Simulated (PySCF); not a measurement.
# Ionising MgI

PBE0; PySCF, scalar-relativistic core potentials, basis sets Mg def2-SVPD, I def2-SVPD with ECP28. Neutral (UKS): doublet (σ ↑), Re = 2.619 Å, ωe = 299 cm⁻¹, De = 2.30 eV, HOMO -5.76 eV, LUMO -3.02 eV.

MgI⁻ (UKS): singlet (closed shell), Re = 2.973 Å, ωe = 158 cm⁻¹, De = 0.72 eV to Mg + I⁻. The energies at the minima are -497.65968 hartree for MgI and -497.72309 for MgI⁻.

Problem. Work out the adiabatic electron affinity, without and with harmonic zero-point energies (1 hartree = 27.2114 eV, 1 eV = 8065.5 cm⁻¹), and the change of the bond length.

Solution. At PBE0: 0.06341 hartree = 1.725 eV between the minima; the zero-point term (299.0 − 158.0)/2 cm⁻¹ = +0.009 eV makes it 1.734 eV. Re changes by +35.4 pm against the neutral. The electron enters a σ orbital, and the ion is left as a loose complex of an ion and an atom.

Spin–orbit coupling is left out, which matters for elements this heavy, above all for dissociation energies. For an ion De counts to the pair picked by the measured ionisation energies or electron affinities, which need not be the lowest pair at this level. States were picked by a PBE0 search and need not be the measured ground states.
